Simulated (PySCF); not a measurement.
Platinum: a sound run and one with changed settings

Sound run: Pt⁺ [Xe] 4f14 5d9, Pt²⁺ [Xe] 4f14 5d8. Calculation: PySCF 2.14, in def2-TZVP with the def2 core potential (60 electrons) (6s4p3d1f, 40 functions); scalar relativity through the core potential. In the sound run the correlated levels freeze 5s2 5p6 outside the core potential. The sound run starts from symmetry-adapted Hartree-Fock orbitals and uses a fine grid where one is needed.

Changed run: all electrons correlated in a basis built for the valence shell.

```
species  method  sound run (hartree)  changed run (hartree)  converged
    Pt⁺     MP2           -118.30820             -118.43133        yes
   Pt²⁺     MP2           -117.63151             -117.75073        yes
```

Ionisation energy of Pt⁺:

| method | sound run (eV) | changed run (eV) |
| --- | --- | --- |
| UHF | 16.924 | 16.924 |
| MP2 | 18.414 | 18.520 |
| SCS-MP2 | 18.305 | 18.332 |

A valence basis has no tight correlating functions, so it recovers only part of the core correlation, and not evenly between atom and ion.

For comparison, NIST gives 18.56 ± 0.12 eV between the lowest levels.
